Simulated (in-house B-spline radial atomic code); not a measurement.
A fraction x of an electron is added to 3d in Ti, starting from [Ar] 3d2 4s2 and keeping the highest spin. All numbers are computed (scalar-relativistic (X2C) PW91, spin-polarised, spherical fractional occupations; Fermi nucleus of rms radius 3.5921 fm) with a B-spline radial code for spherical atoms, not measured.

```
  x  E(x) - E(0) (eV)  3d up level (eV)
  0            0.0000            -4.892
0.1           -0.4420            -3.955
0.2           -0.7925            -3.064
0.3           -1.0563            -2.221
0.4                 ?                 ?
0.5                 ?                 ?
0.6           -1.3796            -0.023
```

(1) What belongs in the row x = 0.4?

(2) What belongs in the row x = 0.5?

(3) Check Janak's theorem between x = 0.1 and 0.2.

(4) Up to what added charge does this functional bind the extra electron?

Results:

(1) An energy change of -1.2384 eV; 3d up at -1.430 eV.

(2) An energy change of -1.3442 eV; 3d up at -0.696 eV.

(3) The slope of the energy is -3.50 eV; the orbital levels give -3.51 eV (ε of the filling orbital, averaged over the two points).

(4) The highest level rises by about 6.7 eV per electron near x = 0.6 and would reach zero near x = 0.6, so a whole extra electron isn't bound at the basis-set limit.
